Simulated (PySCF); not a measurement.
Identify the unknown among the candidates.

All candidates are C4H13FN2Si2.

- Rotational structure: rotational constants A, B, C: 1.526, 0.798, 0.683 GHz [GFN2-xTB]
- 1H NMR: chemical shifts (computed TMS as zero) by class: 6.44 (1 H), 4.07 (1 H), 4.02 (1 H), 3.40 (1 H), 3.28 (3 H), 3.09 (1 H), 1.36 (2 H), 1.15 (3 H) ppm [GIAO PBE0/pcSseg-1]
- NMR, other nuclei: isotropic shieldings of nuclei other than C and H, by class: 162 (1 N), 218 (1 N), 308 (1 F), 365 (1 Si), 479 (1 Si) ppm [GIAO PBE0/pcSseg-1]
- Dipole: 1.28 D [PBE0/pcSseg-1]
- 13C NMR: chemical shifts (computed TMS as zero) by class: 141.9 (1 C), 85.6 (1 C), 39.9 (1 C), 15.9 (1 C) ppm [GIAO PBE0/pcSseg-1]

Electronic properties: PySCF, gas phase, density fitting. Levels stand in brackets. One conformer (not necessarily the lowest) at the GFN2-xTB geometry, without solvent, vibrations or thermal averaging. NMR values are class means; diastereotopic atoms form classes of their own.

Task: Which candidate is it?
A. `F[C@H]1CCN([SiH2]N[SiH3])C1`
B. `CN(C)[Si@H](N)/C(F)=C/[SiH3]`
C. `C=CN(CC)[Si@@](N)(F)[SiH3]`
D. `C[C@]1(C[SiH2]F)CN[SiH2]N1`

Result: C. It is `C=CN(CC)[Si@@](N)(F)[SiH3]`. Numbering: `[CH2:1]=[CH:2][N:3]([CH2:4][CH3:5])[Si@@:6]([NH2:7])([F:8])[SiH3:9]`. Its formula, C4H13FN2Si2, gives 1 degree of unsaturation: 0 rings and 1 π bond in the structure found. 4 carbons fall into 4 classes; from least to most shielded: vinylic carbon bearing nitrogen [C2] (141.9 ppm), terminal =CH2 carbon [C1] (85.6 ppm), sp3 carbon bound to nitrogen [C4] (39.9 ppm), methyl carbon [C5] (15.9 ppm). Hydrogen classes from least to most shielded: 1 H on a vinylic carbon bearing nitrogen, C2 (6.44 ppm), 1 H on a terminal =CH2 carbon, C1 (4.07 ppm), 1 H on a terminal =CH2 carbon, C1 (4.02 ppm), 1 H on an sp3 carbon bound to nitrogen, C4 (3.40 ppm), 3 H on an SiH3 silicon, Si9 (3.28 ppm), 1 H on an sp3 carbon bound to nitrogen, C4 (3.09 ppm), 2 H on a silicon-bound nitrogen, N7 (1.36 ppm), 3 H on a methyl carbon, C5 (1.15 ppm, a mean of values up to 1.0 ppm apart in this geometry). The other shieldings belong to: 162 ppm, silicon-bound nitrogen [N3]; 218 ppm, silicon-bound nitrogen [N7]; 308 ppm, silicon-bound fluorine [F8]; 365 ppm, fluorine-bound silicon [Si6]; 479 ppm, SiH3 silicon [Si9]. The optimised geometry has point group C1 and is an asymmetric top.

The others, at the same levels:
- `CN(C)[Si@H](N)/C(F)=C/[SiH3]` fails: it has 3 carbon classes against 4; its computed 13C shifts are 196.7 (1 C), 113.3 (1 C), 39.5 (2 C) ppm, 1H shifts are 5.50 (1 H), 4.94 (1 H), 4.22 (3 H), 2.69 (6 H), 0.36 (2 H) ppm and rotational constant A is 1.903 GHz (against 1.526 GHz).
- `F[C@H]1CCN([SiH2]N[SiH3])C1` fails: its computed 13C shifts are 99.5 (1 C), 58.6 (1 C), 50.8 (1 C), 39.3 (1 C) ppm, 1H shifts are 5.29 (1 H), 5.15 (1 H), 5.03 (1 H), 4.74 (3 H), 3.90 (1 H), 3.48 (1 H), 2.77 (1 H), 2.71 (1 H), 2.16 (1 H), 1.90 (1 H), -0.26 (1 H) ppm and rotational constant A is 2.388 GHz (against 1.526 GHz).
- `C[C@]1(C[SiH2]F)CN[SiH2]N1` fails: its computed 13C shifts are 58.3 (1 C), 57.4 (1 C), 36.9 (1 C), 34.6 (1 C) ppm, 1H shifts are 5.63 (1 H), 5.36 (1 H), 5.33 (1 H), 5.21 (1 H), 3.51 (1 H), 3.25 (1 H), 1.42 (1 H), 1.36 (3 H), 1.29 (1 H), -0.09 (1 H), -0.53 (1 H) ppm and rotational constant A is 1.844 GHz (against 1.526 GHz).

Each candidate is one conformer, not necessarily the lowest. The conformers computed, where there is a choice (atom-mapped SMILES and torsion angles):
- `[CH2:1]=[CH:2][N:3]([CH2:4][CH3:5])[Si@@:6]([NH2:7])([F:8])[SiH3:9]`: C1–C2–N3–C4 3°, C2–N3–C4–C5 -84°, C2–N3–Si6–N7 54°, H–N7–Si6–N3 40°, H–N7–Si6–N3 -171°
- `[CH3:1][N:2]([CH3:3])[Si@H:4]([NH2:5])/[C:6]([F:7])=[CH:8]/[SiH3:9]`: C1–N2–Si4–N5 161°, N2–Si4–C6–F7 -105°, H–N5–Si4–N2 -178°, H–N5–Si4–N2 -41°

The conformers of `F[C@H]1CCN([SiH2]N[SiH3])C1` and `C[C@]1(C[SiH2]F)CN[SiH2]N1` aren't listed.
